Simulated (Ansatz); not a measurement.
The cluster Tl2H2. The state is a quintet with charge 0. Geometry PBE0-D4/def2-TZVP; atoms count from 1.

```tsv
atom	x (Å)	y (Å)	z (Å)
Tl1	0.0684	-0.0413	1.5180
Tl2	-0.0786	0.0587	-1.5089
H3	1.5215	1.0012	-1.5465
H4	-1.5113	-1.0186	1.5374
```

In the def2 sets Tl takes a core potential; there is no spin–orbit coupling. At PBE0-D4/def2-TZVP a singlet of charge 0 lies 4.45 eV below the quintet, each at its own geometry. The structure comes from a short search, and lower isomers may exist.

(1) Estimate the Mulliken populations from the PBE0/def2-TZVP orbitals of Ansatz.

(2) Where does the spin sit?

(3) And the Mayer bond orders between bonded heavy atoms (over 0.3)?

Answers

(1) 
| atom | charge (e) | spin (α − β) |
| --- | --- | --- |
| Tl1 | -0.06 | 1.40 |
| Tl2 | -0.06 | 1.40 |
| H3 | 0.06 | 0.60 |
| H4 | 0.06 | 0.60 |
Mulliken values and Mayer orders depend strongly on the basis.

(2) Summed by element: Tl 2.81, H 1.19, of 4 unpaired in all. Largest on single atoms: Tl1 1.40, Tl2 1.40, H4 0.60.

(3) Tl1–Tl2 1.08 (3.03 Å).
